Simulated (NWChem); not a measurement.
ZnCl, doublet; SMILES [Zn][Cl]

```xyz
2

Zn     0.0000     0.0000    -0.7759
Cl     0.0000     0.0000     1.3868
```
Atoms are numbered in this order, from 1.

Program: NWChem. Spin-unrestricted. The geometry was optimised at PBE0/def2-SVP, spin-unrestricted. The spin multiplicity was typed, not searched, and may not be the lowest. No stability test was run on the SCF state. Vertical excitations in the gas phase; the lowest state need not have the same character in each row. Excited states of an open shell can be spin-contaminated.

| level | lowest excitation (eV) | oscillator strength of that lowest state | lowest state with f > 0.02 (eV) | oscillator strength of that bright state | lowest empty minus highest occupied level, either spin (eV) |
|---|---|---|---|---|---|
| PBE/def2-SVPD, TDA | 2.78 | 0.002 | 4.13 | 0.119 | 1.13 |
| B3LYP/def2-SVPD, TDA | 3.05 | 0.001 | 4.24 | 0.130 | 2.34 |
| BHandHLYP/def2-SVPD, TDA | 3.86 | 0.001 | 4.26 | 0.152 | 4.43 |
| CAM-B3LYP/def2-SVPD, TDA | 3.55 | 0.000 | 4.26 | 0.138 | 4.93 |
